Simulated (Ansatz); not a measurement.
Consider the formal exchange of groups at the Si–C bond: `Cl[SiH2][CH2][GeH3]` + `C[SiH2]F` → `F[SiH2]C[SiH2]Cl` + `[CH3][GeH3]`.

Calculated with Ansatz (gas phase, PBE0-D4/def2-TZVP geometries, no zero-point term in ΔE). CCSD(T)/CBS is the MP2 limit (def2-TZVPP, def2-QZVPP) plus CCSD(T) − MP2 in def2-TZVPP, frozen cores. DFT in def2-TZVPP. For Ge outer-core shells are correlated without core-valence functions, which leaves a few kJ/mol of doubt a bond. Scalar relativity is left out up to krypton. One conformer a species, not always the lowest.

```tsv
level	ΔE (kcal/mol)	difference from CCSD(T)/CBS
BLYP-D4	0.5	-0.3
r2SCANh-D4	0.4	-0.4
r2SCAN0-D4	0.4	-0.4
BLYP	0.4	-0.4
r2SCAN	0.4	-0.4
PBE0	0.3	-0.5
r2SCANh	0.4	-0.4
BHLYP	0.4	-0.4
RPA@PBE/def2-TZVPP	0.4	-0.4
HF/def2-SVP	0.5	-0.3
MP2/def2-TZVPP	0.6	-0.2
CCSD(T)/def2-TZVPP	0.5	-0.3
SCS-MP2/def2-QZVPP	0.7	-0.1
HF/CBS(def2)	0.3	-0.5
MP2/CBS(def2)	0.9	0.1
CCSD/CBS(def2)	0.8	0.0
CCSD(T)/CBS	0.8	0
```

Largest T1 diagnostic among the species: 0.010.

Leaving LDA and LC-ωPBE aside and taking each functional with its dispersion term where it has one, the values, not all of them listed here, spread over 0.2 kcal/mol, from revPBE-D4 to BHLYP-D4.

CCSD(T)/CBS has its own doubt, a few kJ/mol and more with outer-core shells, so smaller differences from it don't rank the levels.
